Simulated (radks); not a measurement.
Task: Coulomb parameter of the 5d shell of the tantalum ion Ta3+ in the model configuration [Xe] 4f14 5d1 6p1, as a second difference U = [E(n + 0.5) + E(n - 0.5) - 2 E(n)] / (0.5)^2 with all orbitals relaxed. "Bare": the charge of the atom changes with n. "Screened": the 6p shell takes up the change at fixed total charge, which measures U(5d,5d) + U(6p,6p) - 2 U(5d,6p). Calculated with a radial shooting solver on a logarithmic mesh with Libxc functionals: Dirac Kohn-Sham, LDA (Slater exchange, Perdew-Wang correlation), spin-unpolarised, spherical densities, finite nucleus; open shells are shared between the two j in proportion to 2j + 1; Fermi nuclear charge, rms radius 5.3507 fm. Estimate both.

Result: U(bare) = 11.729 eV, U(screened by 6p) = 1.657 eV.
